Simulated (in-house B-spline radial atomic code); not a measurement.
Configurations of the titanium ion Ti⁺, with energies counted from [Ar] 3d2 4s1. Computed with a radial B-spline atomic code at the basis-set limit: scalar-relativistic (X2C) PBE0, spin-polarised, spherical fractional occupations, exact exchange averaged over the configuration, Fermi nucleus of rms radius 3.5921 fm. Shells without spins written out take the highest spin.

Occupations are held fixed; configurations that lie above the ionisation limit could autoionise.

```json
{"configuration": "[Ar] 3d1 4s2", "E - E(ref) (eV)": "3.5179", "highest orbital": "4s down", "its <r> (bohr)": "3.04"}
{"configuration": "[Ar] 3d2 5f1", "E - E(ref) (eV)": "11.447", "highest orbital": "5f up", "its <r> (bohr)": "14.85"}
{"configuration": "[Ar] 3d1 4s1 5p1", "E - E(ref) (eV)": "12.995", "highest orbital": "5p up", "its <r> (bohr)": "7.649"}
{"configuration": "[Ne] 3s2 3p5 3d2 4s2", "E - E(ref) (eV)": "37.336", "highest orbital": "4s down", "its <r> (bohr)": "3.048"}
```

(1) Order these further configurations by energy, lowest first.
A. [Ne] 3s2 3p5 3d2 4s1 4p1
B. [Ar] 3d2 5p1
C. [Ar] 3d1 4s1 4p1
D. [Ar] 3d1 4s1 5s1
E. [Ar] 3d3

(2) Is the reference the lowest configuration at this level of theory?

## Answers

(1) E (-0.12729 eV), C (6.5739 eV), B (8.8033 eV), D (11.729 eV), A (40.104 eV).

(2) No: [Ar] 3d3 lies 0.1273 eV lower with this functional.
